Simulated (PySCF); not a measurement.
## Löwdin shares of the frontier orbitals

Species: C4H7FO2Si.
Z-matrix (Å and degrees, GFN2-xTB geometry), rows numbered from 1:
```
C 
C   1  1.4699
C   2  1.3104  1  152.90
O   3  1.3086  2  152.91  1     4.06
Si  4  1.6628  3  126.91  2   165.34
O   5  1.6139  4  111.67  3   -16.35
C   3  1.4763  2   64.25  1   177.87
F   7  1.4113  2  118.64  3   103.58
H   1  1.0899  2  109.86  3  -117.94
H   1  1.0901  2  110.20  3   123.09
H   1  1.0874  2  110.14  3     2.42
H   5  1.4536  4  100.29  3  -137.18
H   5  1.4534  4  108.28  3    98.85
H   6  0.9570  5  123.51  4   -23.03
H   7  1.0837  2  126.49  3  -111.53
```

The calculation used TDDFT CAM-B3LYP/def2-SVPD, vertical, gas phase, core orbitals frozen in the response (PySCF).

Frontier orbitals with the atoms that hold most of them (Löwdin shares over 4%, at most four atoms; ? is withheld):

```csv
orbital,ε (eV),atoms
HOMO-3,-10.76,"C2 21%, F8 18%, C7 13%, C3 10%"
HOMO-2,-10.58,"O6 38%, Si5 20%, H12 15%, H13 10%"
HOMO-1,-9.61,?
HOMO,-8.63,?
LUMO,?,"Si5 28%, C3 10%, C1 9%, O6 8%"
LUMO+1,1.26,"Si5 22%, O6 18%, O4 14%, H13 9%"
LUMO+2,1.56,"Si5 20%, C1 16%, C2 9%, H9 9%"
```

(1) Which atoms hold the HOMO-1, and with what shares?

(2) Give the leading atoms of the HOMO.

(3) What is the LUMO energy, and the HOMO–LUMO gap?

Results:

(1) C7 (bonded to 2 C, F and H) 26%; F8 (bonded to C) 18%; O4 (bonded to C and Si) 17%; C3 (bonded to 2 C and O) 15%. By element: carbon 42% or more, fluorine 18%, oxygen 17% or more.

(2) C2 (bonded to 3 C) 29%; C3 (bonded to 2 C and O) 21%; O4 (bonded to C and Si) 18%; C7 (bonded to 2 C, F and H) 8%. By element: carbon 58% or more, oxygen 18% or more.

(3) ε(LUMO) = 0.92 eV; the gap is 9.55 eV (0.3509 hartree).

Q: How does S1 compare with the orbital gap of 9.55 eV?

A: S1 is at 6.59 eV (f = 0.016), 2.96 eV below the gap, made of HOMO→LUMO (86%). Without the coupling terms of the response equations the lowest excitation would equal the gap.

Next come S2 at 7.06 eV (f 0.121), HOMO→LUMO+2 (24%), HOMO→LUMO+1 (18%), HOMO-1→LUMO+4 (14%); S3 at 7.22 eV (f 0.059), HOMO→LUMO+1 (22%), HOMO-1→LUMO+4 (19%), HOMO-1→LUMO+2 (19%); S4 at 7.34 eV (f 0.061), HOMO→LUMO+1 (40%), HOMO→LUMO+2 (23%), HOMO→LUMO+4 (12%); S5 at 7.55 eV (f 0.0031), HOMO-1→LUMO (41%), HOMO→LUMO+2 (25%), HOMO→LUMO+4 (8%).

Löwdin shares depend on the basis, the more so with diffuse functions.

One conformer stands for the species.
